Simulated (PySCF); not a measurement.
As2, charge +1, multiplicity 2. Atoms are numbered in the order given.

```xyz
2

As     0.0000     0.0000    -1.1027
As     0.0000     0.0000     1.1027
```
Charge +1, spin multiplicity 2.

Geometry optimised at B3LYP-D3(BJ)/def2-TZVP. The multiplicity is an assumed one; other spin states were not compared.

Method: CAM-B3LYP/def2-TZVPD (PySCF).

Isolated molecule, no solvent.

Computed frontier levels, dipole moment and polarisability:
The α spin, highest occupied and lowest empty level is -15.06 and -8.89 eV and the β spin, highest occupied and lowest empty level comes out as -14.88 and -10.52 eV. The dipole moment about the centre of nuclear charge comes out as 0.000 e·Å. The mean static polarisability comes out as 49.8 bohr³ (7.37 Å³) and the polarisability, principal values comes out as 36.9, 37.1, 75.2 bohr³. The ⟨S²⟩ is 0.752 (pure state 0.75).
